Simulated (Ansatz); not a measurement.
Geometry optimisation, RHF/def2-SVPD in Ansatz.

Input:

```yaml
crystal:
  periodic: [false, false, false]
  atoms:
    - { symbol: Ge, position_ang: [0.0, 0.0, 0.0] }
    - { symbol: H, position_ang: [0.7476, 0.0, 1.5822] }
    - { symbol: Cl, position_ang: [2.3434, 0.0, 0.6042] }
    - { symbol: O, position_ang: [-0.8337, 1.4443, -0.5894] }
    - { symbol: H, position_ang: [-1.7915, 1.2136, -0.8118] }
    - { symbol: F, position_ang: [-0.7913, -1.3709, -0.5594] }
basis:
  gaussian: { orbitals: def2-SVPD }
hamiltonian:
  xc: hf
relax:
  f_tol: 0.15
  max_steps: 25
  restrain:
    - { distance: [1, 2], at: 2.57, k: 30.0 }
    - { distance: [0, 1], at: 1.55, k: 30.0 }
    - { distance: [0, 2], at: 2.22, k: 30.0 }
```

Launched with:

```bash
$ ansatz run input.yaml --threads 2 --pin off --max-ram 3072MiB --backend cpu --events-out ev --progress --plain --runs-dir out
```

Task: Where does it end, and by what steps?

Result: The run converged. The restraints hold the end off the free minimum; the threshold counts their pulls, which the force column leaves out. Restrained pairs: H2–Cl3 (1.87 → 2.62 Å), Ge1–H2 (1.75 → 1.52 Å), Ge1–Cl3 (2.42 → 2.18 Å). After 15 steps the energy has fallen by 3.532 eV (the restraints' own energy left out); Cl3 moved furthest, 0.70 Å.

```tsv
step	energy less start (eV)	largest force component (eV/Å)	accepted
0	0.0000	5.470	yes
1	-1.5702	2.981	yes
2	-2.6068	1.681	yes
3	-3.2984	1.314	yes
4	-3.4901	1.199	yes
5	-3.4996	1.194	yes
6	-3.5009	1.201	yes
7	-3.3209	2.973	no
8	-3.5109	1.365	yes
9	-3.4905	1.450	no
10	-3.5182	1.331	yes
11	-3.5230	1.353	yes
12	-3.5249	1.303	yes
13	-3.5292	1.344	yes
14	-3.5225	1.309	no
15	-3.5319	1.324	yes
```

```xyz
6
Properties=species:S:1:pos:R:3
Ge 0.012 0.005 0.317
H 0.318 -0.075 1.801
Cl 2.158 0.124 -0.055
O -0.922 1.333 -0.266
H -1.277 1.299 -1.143
F -0.615 -1.400 -0.428
```

The run took 46 s on 2 threads of Arm Neoverse V1, with other jobs on the host, peak memory 0.3 GiB.
